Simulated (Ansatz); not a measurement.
## Cost against result

Saddle point of AlNH$_{4}$F$_{2}$, closed shell (AlNH₂F₂ ([NH2][Al]([F])[F]) + H₂ → AlHF₂ ([F][AlH][F]) + NH₃ (still joined by a long Al–N bond); bonds formed: Al1–H6, N2–H5; bonds broken: H5–H6; bonds weakened to dative contacts: Al1–N2), PBE0-D4/def2-TZVP structure:

```
8
angstrom
Al -0.1396 -0.8674 0.0760
N 0.5752 0.8160 -0.2546
F -0.6333 -1.6965 -1.2554
F 0.4645 -1.6392 1.3962
H -0.7324 0.7885 0.2847
H -1.4756 0.1862 0.6038
H 0.6561 1.1895 -1.1910
H 1.2850 1.2230 0.3403
```

Barriers are electronic and count from the start structure reached by relaxing down the imaginary mode.

Computed with Ansatz 0.2.0 (basis: as named in each row); correlated methods freeze the cores. B3LYP uses VWN-RPA correlation. Extrapolation: Hartree–Fock as exp(−7.88 √X), correlation as X^−2.97.

Times are rough, for one single point on 2 threads of a shared host (Intel Xeon Platinum 8488C).

The estimate by CCSD(T) at an estimated basis limit (MP2 extrapolated from triple and quadruple zeta, plus CCSD(T) − MP2 in triple zeta) is 20.96 kcal/mol.

```json
{"method": "HF", "basis": "STO-3G", "time (s)": "under 1", "barrier (kcal/mol)": "35.24", "method less estimate": "14.28"}
{"method": "PBE-D4", "basis": "STO-3G", "time (s)": "under 1", "barrier (kcal/mol)": "11.52", "method less estimate": "-9.44"}
{"method": "SPW92", "basis": "def2-SVP", "time (s)": "under 1", "barrier (kcal/mol)": "5.39", "method less estimate": "-15.58"}
{"method": "PBE-D4", "basis": "def2-SVP", "time (s)": "under 1", "barrier (kcal/mol)": "10.80", "method less estimate": "-10.17"}
{"method": "B3LYP-D4", "basis": "6-31G", "time (s)": "under 1", "barrier (kcal/mol)": "20.53", "method less estimate": "-0.43"}
{"method": "SPW92", "basis": "def2-TZVPP", "time (s)": "under 1", "barrier (kcal/mol)": "9.08", "method less estimate": "-11.89"}
{"method": "PBE0-D4", "basis": "def2-SVP", "time (s)": "under 1", "barrier (kcal/mol)": "13.45", "method less estimate": "-7.51"}
{"method": "PBE-D4", "basis": "def2-TZVPP", "time (s)": "1", "barrier (kcal/mol)": "14.37", "method less estimate": "-6.59"}
{"method": "BLYP-D4", "basis": "def2-TZVPP", "time (s)": "1", "barrier (kcal/mol)": "17.75", "method less estimate": "-3.21"}
{"method": "PBE0-D4", "basis": "def2-TZVPP", "time (s)": "2", "barrier (kcal/mol)": "16.50", "method less estimate": "-4.46"}
{"method": "B3LYP-D4", "basis": "def2-TZVPP", "time (s)": "2", "barrier (kcal/mol)": "19.03", "method less estimate": "-1.94"}
{"method": "BHLYP-D4", "basis": "def2-TZVPP", "time (s)": "2", "barrier (kcal/mol)": "21.62", "method less estimate": "0.66"}
{"method": "r2SCAN-D4", "basis": "def2-TZVPP", "time (s)": "2", "barrier (kcal/mol)": "15.93", "method less estimate": "-5.03"}
{"method": "CCSD(T)", "basis": "def2-SVP", "time (s)": "2", "barrier (kcal/mol)": "18.28", "method less estimate": "-2.69"}
{"method": "CAM-B3LYP-D4", "basis": "def2-TZVPP", "time (s)": "2", "barrier (kcal/mol)": "19.33", "method less estimate": "-1.63"}
{"method": "wB97M-V", "basis": "def2-SVP", "time (s)": "3", "barrier (kcal/mol)": "15.90", "method less estimate": "-5.07"}
{"method": "r2SCAN0-D4", "basis": "def2-TZVPP", "time (s)": "3", "barrier (kcal/mol)": "17.73", "method less estimate": "-3.23"}
{"method": "B2PLYP", "basis": "def2-TZVPP", "time (s)": "4", "barrier (kcal/mol)": "19.95", "method less estimate": "-1.01"}
{"method": "RPA on PBE", "basis": "def2-TZVPP", "time (s)": "4", "barrier (kcal/mol)": "20.18", "method less estimate": "-0.78"}
{"method": "PBE-QIDH", "basis": "def2-TZVPP", "time (s)": "4", "barrier (kcal/mol)": "18.91", "method less estimate": "-2.05"}
{"method": "B97M-V", "basis": "def2-TZVPP", "time (s)": "4", "barrier (kcal/mol)": "16.03", "method less estimate": "-4.94"}
{"method": "wB97X-V", "basis": "def2-TZVPP", "time (s)": "5", "barrier (kcal/mol)": "19.79", "method less estimate": "-1.17"}
{"method": "wB97M-V", "basis": "def2-TZVPP", "time (s)": "5", "barrier (kcal/mol)": "20.21", "method less estimate": "-0.75"}
{"method": "MP2", "basis": "def2-QZVPP", "time (s)": "13", "barrier (kcal/mol)": "20.95", "method less estimate": "-0.01"}
{"method": "CCSD(T)", "basis": "def2-TZVPP", "time (s)": "44", "barrier (kcal/mol)": "20.76", "method less estimate": "-0.21"}
```

All methods are single points on the PBE0-D4 structures.

The T1 diagnostic stays at or below 0.013.

Labels in which every atom is bracketed show which atoms are joined, not bond orders.
